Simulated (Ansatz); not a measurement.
Species: C4H4NS (charge 0, doublet). It need not be the lowest isomer of its formula. 
Structure (B3LYP-D3(BJ)/def2-TZVP (Ansatz, a first-principles code) minimum search):
SMILES: Nc1cs[c]c1
```xyz
10

N      2.1753    -0.4407     0.8023
C      0.8973    -0.2268     0.2824
C      0.1119    -1.3069    -0.2634
C     -1.1082    -0.8507    -0.6106
S     -1.3983     0.7971    -0.3389
C      0.2166     0.9620     0.2988
H      2.7159    -1.1291     0.3005
H      2.7099     0.4021     0.9498
H      0.4592    -2.3258    -0.3521
H      0.5544     1.9185     0.6638
```
Charge 0, spin multiplicity 2.

Basis-set convergence of Hartree-Fock and CCSD correlation energies (hartree) with Ansatz. Valence correlation only, unless marked. UHF or UKS for open shells. Spin-orbit coupling is left out. Non-relativistic.

The UHF reference is spin-contaminated (<S^2> 0.35 over the pure value in the largest basis). 

| basis | functions | E(HF) | E(corr, CCSD) |
|---|---|---|---|
| cc-pV(D+d)Z | 113 | -605.71041 | -0.83014 |
| cc-pV(T+d)Z | 245 | -605.78084 | -1.00460 |
| cc-pV(Q+d)Z | 459 | -605.79844 | -1.06128 |

Extrapolating the two largest sets (X = 3 and 4) as X^-3: E(corr) = (64·(-1.06128) - 27·(-1.00460))/37 = -1.1026 Eh, an estimate of the basis-set limit. The largest set recovers 96.2 % of it, the smallest 75.3 %.
